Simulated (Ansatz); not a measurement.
Start from `[OH][GeH2][NH][SiH](O)F` and change one atom or group to get `O[SiH](F)[NH][GeH3]`.

Ansatz, PBE0-D4/def2-TZVP geometries, multiplicity 1. Each molecule was computed in one conformer, which needn't be the lowest.

Scalar relativity is left out up to krypton.

```csv
property,`[OH][GeH2][NH][SiH](O)F`
HOMO–LUMO gap (PBE0/def2-TZVPP) / eV,8.03
HOMO–LUMO gap (PBE/def2-TZVPP) / eV,5.74
size of the dipole moment (ωB97M-V/def2-TZVPP) / D,4.05
HOMO energy (B3LYP/def2-TZVPP) / eV,-7.79
HOMO–LUMO gap (B3LYP/def2-TZVPP) / eV,7.47
HOMO energy (PBE0/def2-TZVPP) / eV,-8.04
```

Give the same properties after the change, and the shifts. (An estimate is asked.)

Computed: 
```
                                          property  `O[SiH](F)[NH][GeH3]`  shift
              HOMO–LUMO gap (PBE0/def2-TZVPP) / eV                   7.92  -0.11
               HOMO–LUMO gap (PBE/def2-TZVPP) / eV                   5.70  -0.04
size of the dipole moment (ωB97M-V/def2-TZVPP) / D                   2.30  -1.75
               HOMO energy (B3LYP/def2-TZVPP) / eV                  -7.50   0.29
             HOMO–LUMO gap (B3LYP/def2-TZVPP) / eV                   7.40  -0.07
                HOMO energy (PBE0/def2-TZVPP) / eV                  -7.74   0.30
```

With PBE0 the HOMO rises by 0.30 eV and the LUMO rises by 0.19 eV, so the gap narrows by about 0.11 eV. PBE moves the HOMO by 0.27 eV and ωB97M-V by 0.33 eV. Dipoles are sizes alone; their direction can turn.

B3LYP here is the variant with VWN-RPA as its local correlation; programs differ in this.
